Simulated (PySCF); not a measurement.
**TiN₂: from structure and modes to constants**

These are results of UPBE0/[Ti def2-TZVP, N def2-TZVP], no relativity, density fitting, PySCF, not measurements.

The triplet minimum has C2v symmetry. Masses (u): Ti 47.94795, N 14.00307.

```xyz
3
charge 0 multiplicity 3, angstrom
Ti    0.0000    0.0000   -0.6773
N     0.6008    0.0000    1.1595
N    -0.6008    0.0000    1.1595
```

Harmonic wavenumbers (cm⁻¹): 478.0 (a1, ×1), 573.3 (b2, ×1), 1705.1 (a1, ×1).

Find the principal moments of inertia and the rotational constants. What kind of rotor is it?

About the centre of mass I = 10.107, 59.648, 69.756 u Å². With B = 16.8576/I this gives 1.668, 0.2826, 0.2417 cm⁻¹. The molecule is an asymmetric top with κ = -0.94.

What is the harmonic zero-point energy?

Half the sum of all 3 wavenumbers, 2756/2 = 1378 cm⁻¹, which is 16.5 kJ/mol (1 cm⁻¹ = 0.0119627 kJ/mol).

Only a few start shapes were tried, so a lower isomer may exist. Open d and f shells are described by one determinant, and the ground state may have another occupation or spin.
